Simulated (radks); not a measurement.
The mean radii <r> (bohr) of the occupied orbitals of an atom or ion are listed with their occupations. Calculated with a radial shooting solver on a logarithmic mesh with Libxc functionals: Dirac Kohn-Sham, PBEsol, spin-unpolarised, spherical densities, point nucleus.

orbital  occ.      <r>
1s1/2       2  0.05849
2s1/2       2   0.2670
2p1/2       2   0.2336
2p3/2       4   0.2366
3s1/2       2   0.8050
3p1/2       2   0.8397
3p3/2       4   0.8485
3d3/2       4   0.9863
3d5/2       1   0.9898

Name the element and its charge. Open shells, if any, fill j = l - 1/2 first.

Answer. Z = 26, iron, charge +3: Fe3+ in [Ar] 3d5. The 1s radius gives Z: for a bare nucleus <r> = (2 gamma + 1)/(2Z) with gamma = sqrt(1 - (Z/c)^2), 0.05699 bohr for Z = 26, and screening makes it slightly larger (0.05849 here). The occupations add up to 23, and the charge is Z minus that.
